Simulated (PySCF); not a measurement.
C8H8 (charge +1 and doublet state).
Structure used (GFN2-xTB), in Å, numbered top down from 1:
```xyz
16
C8H8 angstrom
C      4.6971   -0.2270    1.3714
C      3.5779   -0.2457    0.8960
C      2.3417   -0.2659    0.3750
C      1.2238   -0.2780   -0.1207
C     -0.0790   -0.2898   -0.6840
C     -1.1532    0.3431    0.1445
C     -2.6116    0.0474   -0.1726
C     -2.0807    1.3813   -0.5034
H      5.6673   -0.2079    1.7824
H     -0.3356   -1.3471   -0.8826
H     -0.0396    0.1518   -1.6930
H     -0.8963    0.5131    1.1821
H     -2.8240   -0.6398   -0.9780
H     -3.2586   -0.0624    0.6862
H     -1.9132    1.6370   -1.5390
H     -2.3235    2.2267    0.1242
```

The hyperfine couplings belong to this conformer and change with its torsions.

As a line formula: `[CH+]=[C]C#CCC1CC1` [radical] (charge +1).

Theory: PySCF 2.14.0, UKS B3LYP, pcH-1 on C H, non-relativistic, mean-field spin-orbit, GIAO. Geometry: GFN2-xTB, one conformer, isolated ion. Couplings are sensitive to structure, and on GFN2-xTB geometries they can be far from those on DFT ones, by a factor of two or more for some ions and for spin on atoms past the first row. The SCF solution wasn't tested for stability.

**Question.** Predict the first-order ENDOR lines of H10/H11, H9, H14/H16 and H12 under fast tumbling at B = 1210.4 mT (Q band).

**Answer.** ν± = |νn ± a/2|, one line for each electron-spin manifold; νn = |g_N| × 7.62259 MHz/T × B.

| nuclei | isotope | g_N | νn (MHz) | a_iso (MHz) | lower line (MHz) | upper line (MHz) |
| --- | --- | --- | --- | --- | --- | --- |
| H10/H11 | 1H | 5.5857 | 51.54 | 165.68 | 31.30 | 134.37 |
| H9 | 1H | 5.5857 | 51.54 | -28.41 | 37.33 | 65.74 |
| H14/H16 | 1H | 5.5857 | 51.54 | 23.75 | 39.66 | 63.41 |
| H12 | 1H | 5.5857 | 51.54 | -8.76 | 47.16 | 55.91 |

**Question.** Which pairs are centred on the nuclear Larmor frequency, and which on half the coupling?

**Answer.** Centred on νn, since |a| < 2νn: H9, H14/H16 and H12. Centred on |a|/2 and split by 2νn: H10/H11.

**Question.** At what field would the lower line of H12 fall to zero frequency?

**Answer.** Where νn = |a|/2, that is B = 4.38 MHz/(5.5857 × 7.62259 MHz/T) = 103 mT, as far as first order holds there.

Nuclei that the bonding pattern makes equivalent are averaged, as if the motion that swaps them (rotation, inversion, ring flip) were fast. The 1H value of +165.7 MHz is a mean of couplings from 133.5 to 197.9 MHz in this one geometry, not an average over conformers.

On an Arm Neoverse V2 with one thread, shared host with 96 logical CPUs at a one-minute load of 29, this took 64 s (grids of density and orbitals included) and 1.1 GiB of memory at its peak.

The SMILES draws the unpaired electron on C2; the largest computed Mulliken spin population is on C1 (0.34 against -0.02).
